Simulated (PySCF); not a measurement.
**Assigning NMR signals**

Geometry (Å), atoms numbered from 1 in this order:
```xyz
17

C     2.365   -0.481   -0.926
C     1.785    0.206    0.039
C     0.829   -0.386    1.040
C    -0.431    0.414    1.122
F    -0.508    1.205    2.212
C    -1.428    0.419    0.227
C    -1.413   -0.429   -1.013
C    -2.572    1.224    0.423
N    -3.517    1.862    0.547
H     2.185   -1.536   -1.063
H     3.055   -0.023   -1.612
H     1.984    1.262    0.163
H     1.298   -0.374    2.028
H     0.601   -1.419    0.770
H    -0.434   -0.396   -1.486
H    -2.161   -0.071   -1.716
H    -1.644   -1.465   -0.765
```

Method: coordinates at the GFN2-xTB level, σ from GIAO-PBE0/pcSseg-1, in PySCF 2.14.0 with density-fitted response routines (one conformer, rapidly exchanging positions averaged, relativity neglected, in vacuum).

Chemical shifts δ = σref − σ; 13C and 1H against TMS, all at this level.

(1) Assign these signals to the numbered atoms. 13C{1H} NMR (computed): δ 181.5 (C), 138.5 (CH), 126.7 (CH2), 120.7 (C), 95.1 (C), 42.1 (CH2), 15.0 (CH3).

(2) Assign these signals to the numbered atoms. 1H NMR (300 MHz, computed): δ 5.96 (m, 1H), 5.63 (m, 1H), 5.46 (m, 1H), 3.22 (m, 2H), 1.85 (s, 3H).

Answers

(1) 
181.5 → C4, fully substituted alkene carbon
138.5 → C2, alkene CH: the olefinic region
126.7 → C1, terminal =CH2 carbon: an sp2 carbon of a C=C bond
120.7 → C8, nitrile carbon: this is the usual window of a C≡N carbon, which has no attached hydrogen
95.1 → C6, fully substituted alkene carbon
42.1 → C3, allylic sp3 CH2: aliphatic region, no heteroatom directly attached
15.0 → C7, allylic methyl carbon: a saturated carbon with 1 carbon neighbour and no heteroatom attached

(2) 
| δ (ppm) | atoms | environment | reason |
| --- | --- | --- | --- |
| 5.96 | H12 | hydrogen on an alkene CH | a vinylic proton, deshielded by the sp2 carbon and the C=C anisotropy |
| 5.63 | H11 | hydrogen on a terminal =CH2 carbon | a vinylic proton, deshielded by the sp2 carbon and the C=C anisotropy |
| 5.46 | H10 | hydrogen on a terminal =CH2 carbon | – |
| 3.22 | H13/H14 | hydrogen on an allylic sp3 CH2 | – |
| 1.85 | H15/H16/H17 | hydrogen on an allylic methyl carbon | allylic position |

Splittings by 19F in the carbon and heteronuclear signals aren't shown, as no couplings were computed. Shifts are as computed. Against solution values, carbons near 30 ppm lie about +3 ppm off and those near 130 ppm about +5 ppm. Of 1211 compounds with measured shifts, 218 miss one by over three times the rms of a fit or turn the order of signals round; such compounds aren't used in these exercises. Multiplicities follow the n + 1 count of equivalent neighbours, as no J values were calculated; m marks all less simple cases, F and P coupling included.
